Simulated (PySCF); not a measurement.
Vertical excitations of a molecule C2H10N2Si2 from TDA-PBE/def2-SVPD run with PySCF, as energy in eV (oscillator strength): 4.76 (0.020), 4.94 (0.011), 5.03 (0.007), 5.24 (0.029), 5.32 (0.035), 5.41 (0.014). Lowest triplet (TDA): 4.45 eV. Coordinates come from a B3LYP-D3(BJ)/def2-SVP optimisation. One conformer was computed; it need not be the lowest.

**Question.** Which structure fits?
A. C[Si@H]1N[SiH2][C@H]1N
B. CN[Si@@H]1NC[SiH2]1
C. NC[SiH2]/C=N\[SiH3]
D. CN[Si@H]1C[SiH2]N1

**Answer.** B, CN[Si@@H]1NC[SiH2]1
